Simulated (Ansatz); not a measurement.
CH$_{10}$B$_{2}$Si$_{2}$, SMILES `B[SiH2]B(C)[SiH3]`, relaxed with RKS PBE-D4/def2-SVP in Ansatz 0.2.0 from a rough embedded geometry. The force threshold is 0.03 eV/Å; the program also tests the step.

Total charge 0; spin multiplicity 1.

Start:

```xyz
15

B    -2.369    0.426    0.799
Si   -0.633    1.143    0.826
B     0.568   -0.105   -0.044
C     1.854   -0.696    0.754
Si    0.351   -0.540   -1.922
H    -3.329    1.024    1.232
H    -2.604   -0.609    0.236
H    -0.195    1.348    2.197
H    -0.614    2.483    0.129
H     1.377   -1.282    1.644
H     2.432    0.099    1.182
H     2.399   -1.375    0.133
H     1.490   -0.149   -2.694
H     0.098   -1.960   -2.048
H    -0.825    0.195   -2.424
```

```
         step  energy (eV)  largest force (eV/Å)  largest move (Å)
            1  -18285.9430                 3.401             0.000
            2  -18286.5406                 1.196             0.180
            3  -18286.6224                 1.282             0.200
            4  -18286.6713                 0.311             0.200
            5  -18286.7061                 0.134             0.200
            6  -18286.7294                 0.090             0.200
 7 (rejected)  -18286.7274                 0.416             0.199
            8  -18286.7374                 0.077             0.099
            9  -18286.7416                 0.154             0.099
10 (rejected)  -18286.7378                 0.307             0.146
           11  -18286.7473                 0.097             0.073
           13  -18286.7568                 0.122             0.111
           15  -18286.7639                 0.144             0.043
           17  -18286.7779                 0.052             0.130
           19  -18286.7830                 0.129             0.032
           21  -18286.7920                 0.136             0.195
           23  -18286.7956                 0.133             0.055
           25  -18286.8000                 0.052             0.050
           27  -18286.8026                 0.060             0.089
29 (rejected)  -18286.8031                 0.074             0.059
           31  -18286.8040                 0.024             0.035
```

End:

```xyz
15

B    -2.070    0.421    1.196
Si   -0.574    1.532    0.490
B     0.568   -0.058   -0.092
C     1.327   -0.926    0.961
Si    0.536   -0.481   -2.072
H    -2.039    0.024    2.347
H    -2.952    0.009    0.465
H     0.142    2.335    1.549
H    -0.933    2.415   -0.679
H     0.593   -1.748    1.174
H     1.543   -0.446    1.936
H     2.229   -1.444    0.575
H     1.436    0.526   -2.752
H     1.036   -1.857   -2.440
H    -0.842   -0.302   -2.659
```

Hardware: 4 threads of an AMD EPYC 9R45 on a shared host. Wall time 19 s, peak host memory 0.2 GiB.
